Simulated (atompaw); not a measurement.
**Building the PAW (atompaw) potential for scandium (PBE, scalar-relativistic).**

- Element: scandium (Sc)
- Generator: atompaw 4.2.0.5
- Type: PAW
- Functional: PBE
- Relativity: scalar-relativistic
- Frozen core: [Ar]
- Valence charge: 3
- Reference configuration: 3d1 4s2 4p0
- Partial waves: 4s (bound): rc 3.00 bohr; 4s channel at 0.7 Ry: rc 3.00 bohr; 4p (bound, empty): rc 3.00 bohr; 4p channel at 2.55 Ry: rc 3.00 bohr; 3d (bound): rc 3.00 bohr; 3d channel at 0.3 Ry: rc 2.90 bohr
- Local potential: troulliermartins scheme with l = 3 at -0.5 Ry, radius 2.15 bohr
- Core correction: smooth core density matched at 2.40 bohr
- Augmentation charge: sinc compensation charge, radius 2.85 bohr; PAW radius 3.00 bohr; waves and projectors: custom polynom vanderbiltortho

(1) Estimate the cutoffs (Ry, on a coarse ladder) from which the occupation-weighted sum of valence levels, in a spherical-Bessel basis at the reference potential, stays within 10 and 1 mRy of its value at 400 Ry.

(2) What does a ghost test show?

(3) Is the overlap operator S = 1 + Σ q|β⟩⟨β| positive definite (Bessel basis up to 400 Ry)?

(4) Which valence shell sets the plane-wave cutoff?

Answers

(1) 8 Ry and 10 Ry.

(2) Ghost states, extra bound levels that the all-electron valence spectrum of the same l lacks: s at -124.9 eV, p at -23.3 eV. A true bound ghost makes a file unfit for plane-wave use.

(3) Yes: its lowest eigenvalue is 0.10 (s channel).

(4) 3d: its level needs 10 Ry to come within 1 mRy, against 6 Ry for 4s.
